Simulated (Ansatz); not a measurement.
Gas-phase electronic energies from Ansatz, PBE0-D4/def2-TZVP geometries. CCSD(T)/CBS is the MP2 limit (def2-TZVPP, def2-QZVPP) plus CCSD(T) − MP2 in def2-TZVPP, frozen cores. This one scheme is used for every species. DFT in def2-TZVPP. For Ga outer-core shells are correlated without core-valence functions, which leaves a few kJ/mol of doubt a bond. Scalar relativity is left out up to krypton.

Reaction (redistribution): `N#C[SiH](F)F` + `[F][GaH][Cl]` → `F[SiH](F)F` + `N#[C][GaH][Cl]`

Q: Is it downhill or uphill in electronic energy at CCSD(T)/CBS, and by how much? (An estimate is asked.)

A: The calculation gave: Downhill: ΔE = -20.0 kcal/mol.

Q: What do these levels give: r2SCAN-D4, revPBE, CAM-B3LYP, RPA@PBE/def2-TZVPP, HF/def2-TZVPP, SCS-MP2/def2-QZVPP? (Best estimate.)

A: The calculation gave: r2SCAN-D4 -17.9, revPBE -15.7, CAM-B3LYP -18.5, RPA@PBE/def2-TZVPP -19.4, HF/def2-TZVPP -20.8, SCS-MP2/def2-QZVPP -19.4 kcal/mol.

Largest T1 diagnostic among the species: 0.013.

From BLYP to BHLYP (50 % exact exchange), in def2-TZVPP and without D4, ΔE moves by −3.4 kcal/mol. In def2-TZVPP, CCSD(T) changes the Hartree–Fock value by +1.0 kcal/mol (the triples alone add +0.4 kcal/mol) and MP2 by +1.0 kcal/mol. At CCSD(T), def2-SVP lies +5.7 kcal/mol from the extrapolated value and def2-TZVPP +0.1 kcal/mol.
